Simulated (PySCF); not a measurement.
PySCF input for Be(OH)(NH2) (BeH₃NO), SMILES [Be]([NH2])[OH], B3LYP/pcJ-1. Geometry: PBE0-D3(BJ)/def2-TZVP. One conformer was computed; it need not be the lowest.

```python
import numpy as np
from pyscf import gto, scf, dft
from pyscf.prop.ssc import rks as ssc

mol = gto.M(
    atom='''
    Be    0.05893366   -0.00807880    0.00000000
    O     1.48592096   -0.09452334    0.00000000
    H     2.08705749    0.64465631   -0.00000001
    N    -1.45074481    0.01777179   -0.00000000
    H    -2.02747306    0.00972152   -0.82386948
    H    -2.02747306    0.00972153    0.82386948
    ''',
    basis='pcJ-1',
    charge=0,
    spin=0,
    max_memory=1600,
    verbose=3,
)
mf = dft.RKS(mol, xc='b3lyp')
mf.grids.level = 3
mf.conv_tol = 1e-10
mf.max_cycle = 100
mf.kernel()
j = ssc.SSC(mf)
j.with_fcsd = True
j.max_cycle_cphf = 80
j.conv_tol = 1e-7
e11 = j.kernel()
```

It prints:

```
converged SCF energy = -146.634213305715
Reduced spin-spin coupling constant K (Hz)
               #0        #1        #2        #3        #4
        0 Be   0.00000
        1 O   33.88497   0.00000
        2 H    0.69452  23.21333   0.00000
        3 N   54.00772   0.18299   0.06986   0.00000
        4 H    0.50773   0.05162  -0.01879  24.88781   0.00000
        5 H    0.50776   0.05159  -0.01880  24.88789  -0.30442
               #5
        5 H    0.00000
Spin-spin coupling constant J (Hz)
               #0        #1        #2        #3        #4
        0 Be   0.00000
        1 O   20.14841   0.00000
        2 H   -3.04512 -98.22148   0.00000
        3 N  -17.11679  -0.05597   0.15755   0.00000
        4 H   -2.22616  -0.21841  -0.58640  56.12911   0.00000
        5 H   -2.22627  -0.21830  -0.58643  56.12931  -9.49787
               #5
        5 H    0.00000
```

The calculation finished and met its thresholds.
